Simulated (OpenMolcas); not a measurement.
# Ti2+: CASPT2 settings compared

* Program: OpenMolcas
* Basis: ANO-RCC-VDZ [5s4p2d]
* Scalar Hamiltonian: DKH2, point nucleus
* Active space: 2 electrons in 5 orbitals (3d)
* State averaging: 2S+1 = 3 even, 10 roots; 2S+1 = 1 even, 15 roots
* Spin-orbit coupling: RASSI with atomic mean-field integrals over the reference wave functions, term energies averaged over their components

Methods on the same reference wave functions:
A. CASSCF
B. SS-CASPT2, IPEA 0.75 Eh, no level shift (closed shells correlated: 2s 2p 3s 3p)
C. SS-CASPT2, IPEA 0.75 Eh, sigma1 regulariser 0.4 Eh (closed shells correlated: 3s 3p)
D. SS-CASPT2, IPEA 0.1 Eh, imaginary shift 0.3 Eh (closed shells correlated: 2s 2p 3s 3p)

Energies in cm-1 above 3d2 3F2, the measured ground level; measured values from Corliss and Sugar, J. Phys. Chem. Ref. Data 8, 1 (1979).

```tsv
Level	A	B	C	D	Measured
3d2 3F2	0.0	0.0	0.0	0.0	0.0
3d2 3F3	196	197	197	198	185
3d2 3F4	452	454	453	454	420
3d2 1D2	11254	8290	8430	7830	8474
3d2 3P0	13475	11290	11360	10740	10538
3d2 3P1	13543	11360	11430	10810	10604
3d2 3P2	13685	11500	11570	10950	10721
3d2 1G4	17328	16200	16200	15940	14398
3d2 1S0	41956	32090	32390	31190	32476
```

Deviations, from unrounded energies. A percentage is the sum of absolute deviations over the sum of measured energies, with the sign that they share, or ± where signs differ.

```csv
Against measurement,Levels,A,B,C,D
mean absolute deviation (cm-1),8,3000,590,560,520
fine structure of the ground term (%),2,+7.1,+7.5,+7.5,+7.6
other terms of the ground configuration (%),6,+27.6,±5.4,±5.1,±4.7
```

D lies closest to measurement on these levels and A furthest from it. The largest miss of D in the table is 3d2 1G4, by +1500 cm-1. The ranking rests on the paired levels alone, and a cruder setting can come out closer through cancelling errors.

Among B to D the level of the table that moves most is 3d2 1S0, by 1200 cm-1 (lowest in D, highest in C). Moves below CASPT2's spread within the term are not significant.

The mean deviations of B to D differ by less than CASPT2's widest spread within a term (580 cm-1), so their order carries little weight.

From A to B the spin-free energies of the other terms of 3d2 shown, above 3F, scale by factors of 0.73 to 0.93, as is usual when dynamic correlation screens the repulsion within a d or f shell.

The lowest spin-free term lies below A's lowest term by 0.157 hartree in B, 0.144 hartree in C, 0.162 hartree in D.

Term energies are means over components that CASPT2 splits; among the terms shown or strongly mixed into the levels shown the widest spread is 580 cm-1 (3d2 1G, D). Without dynamic correlation excited terms often stand tens of per cent too high (terms of higher spin than the ground term too low), and those without a measured partner can miss by more than the paired ones (holds for A). Measured partners are found by configuration, term and J. A level has none where our copy of the source lacks it or the pairing is in doubt (some pairs that miss far off the trend of their configuration count as doubtful), and it then counts in no deviation. Only configurations of the active space appear.
